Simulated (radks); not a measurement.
Task: These are the eigenvalues of the occupied orbitals of an atom or ion with whole-number occupations (hartree). Calculated with a radial shooting solver on a logarithmic mesh with Libxc functionals: scalar-relativistic Kohn-Sham, r2SCAN, spin-polarised, spherical densities, finite nucleus; meta-GGA in the generalised Kohn-Sham scheme; Fermi nuclear charge, rms radius of each element as measured or else 0.836 A^(1/3) + 0.57 fm.

1s down: -3338.355
1s up: -3338.355
2s up: -604.4326
2s down: -604.4243
2p up: -517.6974
2p down: -517.6904
3s up: -149.6320
3s down: -149.5858
3p up: -124.7477
3p down: -124.6999
3d up: -99.65955
3d down: -99.61984
4s up: -37.79313
4s down: -37.71823
4p up: -29.57192
4p down: -29.50110
4d up: -20.12965
4d down: -20.05863
4f up: -9.77417
4f down: -9.69811
5s up: -9.59098
5s down: -9.53611
5p up: -7.20807
5p down: -7.15442
5d up: -4.43307
5d down: -4.38294

Which element is it, and in what charge state? The configuration may be excited. Open shells, if any, are filled with parallel spins first.

Result: Z = 83, bismuth, charge +7: Bi7+ in [Xe] 4f13 5d9. The list shows which subshells hold electrons but not how many an open one holds; the 1s level, -3338.4 hartree, gives Z - s = 81.7 by -(Z - s)^2/2, which with screening and relativity narrows Z to a few neighbours, and the depths of the outer levels then fix element, charge and occupations together.
